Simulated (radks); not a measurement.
Results of a calculation; reference values are marked as such.
Spin polarisation of the 5p5 shell in Cs2+. Start: [Kr] 4d10 5s2 5p(up 2.5, down 2.5); electrons of 5p are moved from spin down to spin up, other shells keep equal spins. Code: a radial shooting solver on a logarithmic mesh with Libxc functionals. Model: non-relativistic Kohn-Sham, r2SCAN, spin-polarised, spherical densities, point nucleus; meta-GGA in the generalised Kohn-Sham scheme.

moment (Bohr magnetons) = 0: E - E(0) (eV) 0.000; e(5p up) (eV) -29.036; e(5p down) (eV) -29.036; 5s down minus up (eV) 0.000
moment (Bohr magnetons) = 0.25: E - E(0) (eV) -0.015; e(5p up) (eV) -29.157; e(5p down) (eV) -28.911; 5s down minus up (eV) 0.257
moment (Bohr magnetons) = 0.5: E - E(0) (eV) -0.062; e(5p up) (eV) -29.274; e(5p down) (eV) -28.780; 5s down minus up (eV) 0.514
moment (Bohr magnetons) = 0.75: E - E(0) (eV) -0.139; e(5p up) (eV) -29.386; e(5p down) (eV) -28.645; 5s down minus up (eV) 0.772
moment (Bohr magnetons) = 1: E - E(0) (eV) -0.247; e(5p up) (eV) -29.495; e(5p down) (eV) -28.504; 5s down minus up (eV) 1.032

At moment 1 the spin-polarisation energy is -0.247 eV and the 5p exchange splitting 0.991 eV, that is 0.991 eV per Bohr magneton; E = -I m^2/4 would give I = 0.988 eV.
